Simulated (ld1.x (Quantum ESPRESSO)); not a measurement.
Reading a pseudo-wave (fluorine (F))

Columns: radius, all-electron u(r) and pseudo u(r) of the 2s shell (level -30.09 eV) of fluorine in the configuration [He] 2s1.5 2p5.5; revPBE, non-relativistic, PAW scheme, ld1.x (Quantum ESPRESSO) 7.5.

```json
{"r (bohr)": "0.105", "all-electron": "0.4439", "pseudo": "-0.2328"}
{"r (bohr)": "0.210", "all-electron": "0.1368", "pseudo": "-0.4515"}
{"r (bohr)": "0.315", "all-electron": "-0.2826", "pseudo": "-0.6440"}
{"r (bohr)": "0.420", "all-electron": "-0.6251", "pseudo": "-0.8013"}
{"r (bohr)": "0.525", "all-electron": "-0.8533", "pseudo": "-0.9183"}
{"r (bohr)": "0.630", "all-electron": "-0.9781", "pseudo": "-0.9928"}
{"r (bohr)": "0.735", "all-electron": "-1.0240", "pseudo": "-1.0248"}
{"r (bohr)": "0.840", "all-electron": "-1.0152", "pseudo": "-1.0152"}
{"r (bohr)": "0.945", "all-electron": "-0.9714", "pseudo": "-0.9714"}
{"r (bohr)": "1.050", "all-electron": "-0.9071", "pseudo": "-0.9071"}
{"r (bohr)": "1.155", "all-electron": "-0.8324", "pseudo": "-0.8324"}
{"r (bohr)": "1.260", "all-electron": "-0.7541", "pseudo": "-0.7541"}
{"r (bohr)": "1.365", "all-electron": "-0.6765", "pseudo": "-0.6765"}
{"r (bohr)": "1.470", "all-electron": "-0.6023", "pseudo": "-0.6023"}
{"r (bohr)": "1.575", "all-electron": "-0.5331", "pseudo": "-0.5331"}
{"r (bohr)": "1.680", "all-electron": "-0.4695", "pseudo": "-0.4695"}
{"r (bohr)": "1.785", "all-electron": "-0.4120", "pseudo": "-0.4120"}
{"r (bohr)": "1.890", "all-electron": "-0.3603", "pseudo": "-0.3603"}
{"r (bohr)": "1.995", "all-electron": "-0.3143", "pseudo": "-0.3143"}
{"r (bohr)": "2.100", "all-electron": "-0.2737", "pseudo": "-0.2737"}
{"r (bohr)": "2.205", "all-electron": "-0.2378", "pseudo": "-0.2378"}
{"r (bohr)": "2.310", "all-electron": "-0.2064", "pseudo": "-0.2064"}
{"r (bohr)": "2.415", "all-electron": "-0.1789", "pseudo": "-0.1789"}
{"r (bohr)": "2.520", "all-electron": "-0.1549", "pseudo": "-0.1549"}
{"r (bohr)": "2.625", "all-electron": "-0.1340", "pseudo": "-0.1340"}
{"r (bohr)": "2.730", "all-electron": "-0.1159", "pseudo": "-0.1159"}
```

Task: How many radial nodes do the two functions have?

Result: The all-electron 2s function has n − l − 1 = 1; the pseudo-wave has 0, since the states of the same l below it are removed with the core.

Task: At about which radius was the pseudo-wave matched?

Result: 0.80 bohr, where the columns begin to agree (steps of 0.10 bohr).

Task: Is the pseudo-wave norm-conserving?

Result: No, it belongs to a PAW set: the norm inside the radius is not constrained, and the difference is carried by the augmentation charge.
